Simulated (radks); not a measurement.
Task: These are the eigenvalues of the occupied orbitals of an atom or ion with whole-number occupations (eV). Calculated with a radial shooting solver on a logarithmic mesh with Libxc functionals: Dirac Kohn-Sham, PBE, spin-unpolarised, spherical densities, finite nucleus; Fermi nuclear charge, rms radius of each element as measured or else 0.836 A^(1/3) + 0.57 fm.

| orbital | eigenvalue |
|---|---|
| 1s1/2 | -80646.01 |
| 2s1/2 | -14248.63 |
| 2p1/2 | -13669.27 |
| 2p3/2 | -11833.80 |
| 3s1/2 | -3390.507 |
| 3p1/2 | -3129.027 |
| 3p3/2 | -2723.996 |
| 3d3/2 | -2288.331 |
| 3d5/2 | -2201.271 |
| 4s1/2 | -764.2778 |
| 4p1/2 | -652.5605 |
| 4p3/2 | -555.4324 |
| 4d3/2 | -372.2852 |
| 4d5/2 | -354.1934 |
| 5s1/2 | -144.0623 |
| 4f5/2 | -119.3540 |
| 4f7/2 | -115.5400 |
| 5p1/2 | -107.6691 |
| 5p3/2 | -90.9290 |
| 5d3/2 | -41.5997 |
| 5d5/2 | -39.7554 |

Which element is it, and in what charge state? The configuration may be excited. Open shells, if any, fill j = l - 1/2 first.

Result: Z = 79, gold, charge +3: Au3+ in [Xe] 4f14 5d8. The list shows which subshells hold electrons but not how many an open one holds; the 1s level, -2963.7 hartree, gives Z - s = 77.0 by -(Z - s)^2/2, which with screening and relativity narrows Z to a few neighbours, and the depths of the outer levels then fix element, charge and occupations together.
